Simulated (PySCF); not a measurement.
Simulation results for H₉NSi₃, H₅NOSi₂, FH₅NSi₂, H₃NOSi and others

All values are calculated (PySCF 2.14.0). Calculation on a computer-drawn molecule: the log of a Hartree-Fock and frozen-core CCSD(T) single point meant for a local Hartree-Fock minimum, with one planted fault or none, to be diagnosed. Offsets are logged minus clean, where the clean run is the same molecule without the fault. The reference is restricted for singlets and unrestricted otherwise, and also for a bond in bohr or an excited solution. Adding or removing an electron swaps singlet and doublet. The excited solution moves the top pair (singlet) or top alpha electron (doublet) to the lowest empty orbital. Highest occupied and lowest empty are orbital energies over both spins, largest force is the largest gradient component, triples share is (T) over the correlation energy, the T1 limit is 0.02 restricted and 0.045 unrestricted, electrons count all cores, a negative frequency is imaginary (commonest isotopes), and the dipole is about the centre of nuclear charge.

Common to all runs: meant charge 0; meant basis cc-pV(D+d)Z; logged SCF converged yes; possible faults no fault, one electron removed, one electron added, multiplicity raised by two, geometry at a saddle point, SCF held on an excited solution, minimal basis STO-3G, one bond length entered in bohr, all coordinates scaled.

(1) H₉NSi₃

Logged structure:
```xyz
13
H9NSi3
N     -1.2893    -0.4239    -2.3491
Si    -2.2764    -0.6981    -0.9520
Si    -0.9161    -0.4810     0.9718
Si     1.0817    -1.7337     0.7496
H     -1.6741    -0.6381    -3.2518
H     -0.7663     0.4310    -2.4072
H     -2.7969    -2.0829    -1.0471
H     -3.4584     0.1998    -0.8298
H     -0.5582     0.9477     1.1859
H     -1.6682    -0.9417     2.1686
H      0.7700    -3.1435     0.4107
H      1.8597    -1.7132     2.0130
H      1.9220    -1.1597    -0.3289
```

| Item | Value |
| --- | --- |
| meant multiplicity | 1 |
| logged electrons | 58 |
| logged basis functions | 128 |
| logged spin squared | 0 |
| logged highest occupied | -10.068 eV |
| logged lowest empty | 3.2042 eV |
| logged largest force | 1.056e-05 hartree/bohr |
| logged lowest frequency | 34.61 cm⁻¹ |
| logged T1 diagnostic | 0.012269 |
| logged D1 diagnostic | 0.028241 |
| logged triples share | 0.025488 |
| logged CC converged | yes |
| logged dipole magnitude | 1.5858 debye |
| logged SCF stable within its kind | yes |
| logged energy HF | -926.51844 hartree |
| logged energy CCSD(T) | -927.08897 hartree |
| planted fault | no fault |
| HF energy offset from clean run | 0 kcal/mol |
| CCSD(T) energy offset from clean run | 0 kcal/mol |

Drawn bonds:
```csv
atom,other atom,order
1,2,1
2,3,1
3,4,1
1,5,1
1,6,1
2,7,1
2,8,1
3,9,1
3,10,1
4,11,1
4,12,1
4,13,1
```

(2) H₅NOSi₂

Logged structure:
```xyz
9
H5NOSi2
N     -0.9758     2.7931     2.7619
Si    -0.1913     1.7237     1.6485
Si    -0.9065    -0.5909     2.0041
O     -0.3294    -1.2487     0.5957
H     -0.6987     3.7574     2.7939
H     -1.9699     2.7265     2.8800
H     -0.3692     2.0756     0.2017
H      1.2750     1.8288     1.8893
H      0.0891    -0.7293    -0.0763
```

| Quantity | Value |
| --- | --- |
| meant multiplicity | 1 |
| logged electrons | 48 |
| logged basis functions | 99 |
| logged spin squared | 0 |
| logged highest occupied | -5.1962 eV |
| logged lowest empty | -1.6941 eV |
| logged largest force | 0.041463 hartree/bohr |
| logged dipole magnitude | 3.3213 debye |
| logged SCF stable within its kind | no |
| logged energy HF | -709.90559 hartree |
| planted fault | SCF held on an excited solution |
| HF energy offset from clean run | 129.3 kcal/mol |

Drawn bonds:
```csv
atom,other atom,order
1,2,1
2,3,1
3,4,1
1,5,1
1,6,1
2,7,1
2,8,1
4,9,1
```

Notes: coupled-cluster numbers left out as unreliable.

(3) H₅NOSi₂

Structure as in entry 2.

| Quantity | Value |
| --- | --- |
| meant multiplicity | 1 |
| logged electrons | 48 |
| logged basis functions | 33 |
| logged spin squared | 0 |
| logged highest occupied | -5.2094 eV |
| logged lowest empty | 6.3177 eV |
| logged largest force | 0.044752 hartree/bohr |
| logged T1 diagnostic | 0.019476 |
| logged D1 diagnostic | 0.086799 |
| logged triples share | 0.028662 |
| logged CC converged | yes |
| logged dipole magnitude | 1.0488 debye |
| logged SCF stable within its kind | yes |
| logged energy HF | -701.66071 hartree |
| logged energy CCSD(T) | -701.86285 hartree |
| planted fault | minimal basis STO-3G |
| HF energy offset from clean run | 5303 kcal/mol |
| CCSD(T) energy offset from clean run | 5555 kcal/mol |

Drawn bonds:
```csv
atom,other atom,order
1,2,1
2,3,1
3,4,1
1,5,1
1,6,1
2,7,1
2,8,1
4,9,1
```

(4) H₅NOSi₂

Structure as in entry 2.

| Item | Value |
| --- | --- |
| meant multiplicity | 1 |
| logged electrons | 49 |
| logged basis functions | 99 |
| logged spin squared | 0.769 |
| logged highest occupied | -0.50066 eV |
| logged lowest empty | 7.8159 eV |
| logged largest force | 0.046002 hartree/bohr |
| logged T1 diagnostic | 0.015672 |
| logged D1 diagnostic | 0.050006 |
| logged triples share | 0.025175 |
| logged CC converged | yes |
| logged dipole magnitude | 5.6447 debye |
| logged SCF stable within its kind | yes |
| logged energy HF | -710.10082 hartree |
| logged energy CCSD(T) | -710.70809 hartree |
| planted fault | one electron added |
| HF energy offset from clean run | 6.83 kcal/mol |
| CCSD(T) energy offset from clean run | 4.289 kcal/mol |

Drawn bonds:
```csv
atom,other atom,order
1,2,1
2,3,1
3,4,1
1,5,1
1,6,1
2,7,1
2,8,1
4,9,1
```

(5) FH₅NSi₂

Logged structure:
```xyz
9
FH5NSi2
N     -2.0180     1.1532    -2.3488
Si    -0.5861     0.3904    -1.8387
F     -0.8346    -1.0500    -1.1250
Si     0.7563    -0.0657    -3.7051
H     -2.6184     1.6008    -1.6811
H     -2.5499     0.7931    -3.1185
H      0.0165     1.2381    -0.7951
H      1.9119    -0.9484    -3.4219
H      1.2078     1.1494    -4.4245
```

| Quantity | Value |
| --- | --- |
| meant multiplicity | 2 |
| logged electrons | 49 |
| logged basis functions | 99 |
| logged spin squared | 0.7587 |
| logged highest occupied | -8.8448 eV |
| logged lowest empty | 0.98118 eV |
| logged largest force | 9.002e-06 hartree/bohr |
| logged lowest frequency | 130.7 cm⁻¹ |
| logged T1 diagnostic | 0.01344 |
| logged D1 diagnostic | 0.034868 |
| logged triples share | 0.021865 |
| logged CC converged | yes |
| logged dipole magnitude | 2.0751 debye |
| logged SCF stable within its kind | yes |
| logged energy HF | -734.73417 hartree |
| logged energy CCSD(T) | -735.32987 hartree |
| planted fault | no fault |
| HF energy offset from clean run | 0 kcal/mol |
| CCSD(T) energy offset from clean run | 0 kcal/mol |

Drawn bonds:
```csv
atom,other atom,order
1,2,1
2,3,1
2,4,1
1,5,1
1,6,1
2,7,1
4,8,1
4,9,1
```

(6) FH₅NSi₂

Structure as in entry 5.

| Item | Value |
| --- | --- |
| meant multiplicity | 2 |
| logged electrons | 48 |
| logged basis functions | 99 |
| logged spin squared | 0 |
| logged highest occupied | -16.19 eV |
| logged lowest empty | -7.1029 eV |
| logged largest force | 0.061557 hartree/bohr |
| logged T1 diagnostic | 0.01612 |
| logged D1 diagnostic | 0.049764 |
| logged triples share | 0.022635 |
| logged CC converged | yes |
| logged dipole magnitude | 6.3621 debye |
| logged SCF stable within its kind | yes |
| logged energy HF | -734.44106 hartree |
| logged energy CCSD(T) | -735.0299 hartree |
| planted fault | one electron removed |
| HF energy offset from clean run | 183.9 kcal/mol |
| CCSD(T) energy offset from clean run | 188.2 kcal/mol |

Drawn bonds:
```csv
atom,other atom,order
1,2,1
2,3,1
2,4,1
1,5,1
1,6,1
2,7,1
4,8,1
4,9,1
```

(7) H₉NSi₃

Logged structure:
```xyz
13
H9NSi3
N     -0.9154     0.0527    -4.1425
Si    -1.6862     0.6409    -2.6027
Si    -3.9609    -0.3293    -2.4602
Si    -0.3884     0.1474    -0.5392
H     -0.0096     0.4928    -4.4419
H     -0.8678    -0.9829    -4.3102
H     -1.8030     2.1869    -2.7078
H     -4.8512     0.1733    -3.6267
H     -4.6309     0.0603    -1.1151
H     -3.8847    -1.8798    -2.5338
H     -1.0797     0.7461     0.7163
H      1.0459     0.7393    -0.6383
H     -0.2558    -1.3881    -0.3333
```

| Quantity | Value |
| --- | --- |
| meant multiplicity | 1 |
| logged electrons | 58 |
| logged basis functions | 128 |
| logged spin squared | 0 |
| logged highest occupied | -9.4673 eV |
| logged lowest empty | 2.791 eV |
| logged largest force | 0.037939 hartree/bohr |
| logged T1 diagnostic | 0.013246 |
| logged D1 diagnostic | 0.034221 |
| logged triples share | 0.027382 |
| logged CC converged | yes |
| logged dipole magnitude | 1.217 debye |
| logged SCF stable within its kind | yes |
| logged energy HF | -926.49226 hartree |
| logged energy CCSD(T) | -927.06928 hartree |
| planted fault | all coordinates scaled, by +4.6 % |
| HF energy offset from clean run | 13.82 kcal/mol |
| CCSD(T) energy offset from clean run | 10.09 kcal/mol |

Drawn bonds:
```csv
atom,other atom,order
1,2,1
2,3,1
2,4,1
1,5,1
1,6,1
2,7,1
3,8,1
3,9,1
3,10,1
4,11,1
4,12,1
4,13,1
```

(8) H₃NOSi

Logged structure:
```xyz
6
H3NOSi
N      1.5893    -0.3717     1.9793
Si    -0.2319    -2.3738     0.3654
O     -1.6976    -2.6028     0.5620
H      2.5689    -0.2535     1.8099
H      1.2400     0.2110     2.7158
H      0.6213    -3.0471    -0.6215
```

| Item | Value |
| --- | --- |
| meant multiplicity | 1 |
| logged electrons | 32 |
| logged basis functions | 66 |
| logged spin squared | 1.0277 |
| logged highest occupied | -8.8813 eV |
| logged lowest empty | 1.5951 eV |
| logged largest force | 0.018424 hartree/bohr |
| logged T1 diagnostic | 0.024693 |
| logged D1 diagnostic | 0.092519 |
| logged triples share | 0.028357 |
| logged CC converged | yes |
| logged dipole magnitude | 5.8055 debye |
| logged SCF stable within its kind | yes |
| logged energy HF | -419.89126 hartree |
| logged energy CCSD(T) | -420.34709 hartree |
| planted fault | one bond length entered in bohr, row 1 of the drawn bonds |
| HF energy offset from clean run | 89.19 kcal/mol |
| CCSD(T) energy offset from clean run | 106.8 kcal/mol |

Drawn bonds:
```csv
atom,other atom,order
1,2,1
2,3,2
1,4,1
1,5,1
2,6,1
```

(9) H₃NOSi

Logged structure:
```xyz
6
H3NOSi
N      1.5893    -0.3717     1.9793
Si     0.6255    -1.4312     1.1253
O     -0.8401    -1.6601     1.3218
H      2.5689    -0.2535     1.8099
H      1.2400     0.2110     2.7158
H      1.4788    -2.1044     0.1384
```

| Quantity | Value |
| --- | --- |
| meant multiplicity | 1 |
| logged electrons | 32 |
| logged basis functions | 66 |
| logged spin squared | 0 |
| logged highest occupied | -2.8201 eV |
| logged lowest empty | -5.8785 eV |
| logged largest force | 0.27302 hartree/bohr |
| logged CC converged | no |
| logged dipole magnitude | 4.2376 debye |
| logged SCF stable within its kind | no |
| logged energy HF | -419.38055 hartree |
| planted fault | SCF held on an excited solution |
| HF energy offset from clean run | 409.7 kcal/mol |

Drawn bonds:
```csv
atom,other atom,order
1,2,1
2,3,2
1,4,1
1,5,1
2,6,1
```

Notes: CCSD not converged.

(10) BClH₄NSi

Logged structure:
```xyz
8
BClH4NSi
N     -0.5014    -0.2930     0.8352
Si    -0.1395     1.2378     0.2119
B      0.8122     1.5582    -1.4182
Cl     1.1234     3.2428    -1.9514
H     -1.0001    -0.4376     1.6902
H     -0.2427    -1.1496     0.3867
H     -0.6673     2.2661     1.1230
H      1.5755    -0.1141    -2.7304
```

| Item | Value |
| --- | --- |
| meant multiplicity | 2 |
| logged electrons | 47 |
| logged basis functions | 94 |
| logged spin squared | 1.4309 |
| logged highest occupied | -7.5992 eV |
| logged lowest empty | 1.1733 eV |
| logged largest force | 0.016573 hartree/bohr |
| logged T1 diagnostic | 0.05002 |
| logged D1 diagnostic | 0.2329 |
| logged triples share | 0.033955 |
| logged CC converged | yes |
| logged dipole magnitude | 5.0394 debye |
| logged SCF stable within its kind | yes |
| logged energy HF | -829.81249 hartree |
| logged energy CCSD(T) | -830.35148 hartree |
| planted fault | one bond length entered in bohr, row 7 of the drawn bonds |
| HF energy offset from clean run | 71.52 kcal/mol |
| CCSD(T) energy offset from clean run | 72.64 kcal/mol |

Drawn bonds:
```csv
atom,other atom,order
1,2,1
2,3,1
3,4,1
1,5,1
1,6,1
2,7,1
3,8,1
```

Notes: T1 above single-reference limit.
